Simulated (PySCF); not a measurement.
A species of formula C6H18SiSn has this rotational fingerprint, computed with PBE0-D3(BJ)/def2-SVP geometry optimisation, gas phase, def2 core potentials past Kr (PySCF 2.14.0):

* Rotational constants: A = 1390, B = 680.8, C = 680.5 MHz
* Dipole components: |μa| = 0.66 D, |μb| = 0.00 D, |μc| = 0.01 D
* Inertial defect: -363.24 u·Å²
* κ: -1.00

Question: Which structure is it? (One computed conformer of each.)
A. SnMe3(SiMe3), `C[Si](C)(C)[Sn]([CH3])([CH3])[CH3]`
B. `[Sn]([SiH3])([CH2]C)([CH2]C)[CH2]C` (SnEt3(SiH3))

Answer: A. It is C[Si](C)(C)[Sn]([CH3])([CH3])[CH3]. The candidates at the same level (rigid rotor, commonest isotopes):

```json
{"SMILES": "C[CH2][Sn]([SiH3])([CH2]C)[CH2]C", "A (MHz)": "901.8", "B (MHz)": "886.6", "C (MHz)": "776.4", "μa (D)": "0.03", "μb (D)": "0.00", "μc (D)": "1.36", "Δ (u·Å²)": "-479.56", "point group": "near C3", "rotor": "–"}
{"SMILES": "C[Si](C)(C)[Sn]([CH3])([CH3])[CH3]", "A (MHz)": "1390", "B (MHz)": "680.8", "C (MHz)": "680.5", "μa (D)": "0.66", "μb (D)": "0.00", "μc (D)": "0.01", "Δ (u·Å²)": "-363.24", "point group": "near C3v", "rotor": "–"}
```

`C[CH2][Sn]([SiH3])([CH2]C)[CH2]C` has A 35 % too low. No structure here is proved a minimum.
